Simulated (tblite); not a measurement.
Run record: tight-binding relaxation, `[H]/N=C\CC(=C)B(C)P`.

Computed with GFN2-xTB geometry optimisation, gas phase (tblite 0.8.0). Start geometry: from a force field or distance geometry. A driver script takes a list of jobs; this job's settings line and coordinates (Å) are shown.

Command:
```bash
OMP_NUM_THREADS=1 python probes_run.py task.json out
```

Input:
```
{"job": {"kind": "relax", "xc": "GFN2-xTB", "basis": "xTB"}, "charge": 0, "multiplicity": 1}
C      0.298100    -0.370100     1.709900
C      0.355700    -0.344500     0.356300
C      1.648700    -0.621800    -0.354300
C      2.085800     0.509900    -1.214300
N      2.046200     1.732500    -0.857700
B     -0.984200    -0.029400    -0.381700
C     -1.909900    -1.293700    -0.611900
P     -1.965000     1.470700     0.390300
H     -0.666700    -0.167100     2.214300
H      1.164800    -0.581700     2.322600
H      2.421800    -0.759800     0.435200
H      1.632900    -1.580600    -0.908800
H      2.474500     0.244000    -2.190500
H      1.681900     1.962600     0.064800
H     -1.386200    -2.151900    -1.009500
H     -2.746900    -0.932100    -1.242900
H     -2.330800    -1.513300     0.402000
H     -1.266300     2.113500     1.452800
H     -2.564100     2.321900    -0.584300
```

Output:
```
step      E/eV     max force
  0    -621.67576    1.950
  1    -621.88665    1.775
  2    -622.11553    1.286
  3    -622.28762    1.346
  4    -622.39766    1.297
  5    -622.49930    0.903
  6    -622.58623    0.598
  7    -622.63098    0.378
  8    -622.65098    0.393
  9    -622.66917    0.361
... (177 lines left out)
187    -623.17708    0.035
188    -623.17719    0.028
189    -623.17725    0.022
190    -623.17732    0.029
191    -623.17738    0.028
192    -623.17743    0.023
193    -623.17746    0.019
194    -623.17750    0.013
195    -623.17753    0.011
196    -623.17757    0.010
```

«max force» is the largest atomic force in eV/Å.

**Question.** From which step on does the largest force stay under 0.1 eV/Å, and how much energy is left to gain from there?

**Answer.** From step 160 (0.092 eV/Å), 8.2 meV above the end.

In short: energy lowered by 34.6 kcal/mol over 196 steps; largest atomic force 0.010 eV/Å at the end.

Time: 6.9 s wall, 5.0 s CPU. Hardware: one thread of an Intel Xeon at 2.50 GHz, no GPU, shared host with 64 logical CPUs at a one-minute load of 59.
Labels such as C1 count atoms from 1, the log's own numbers from 0.
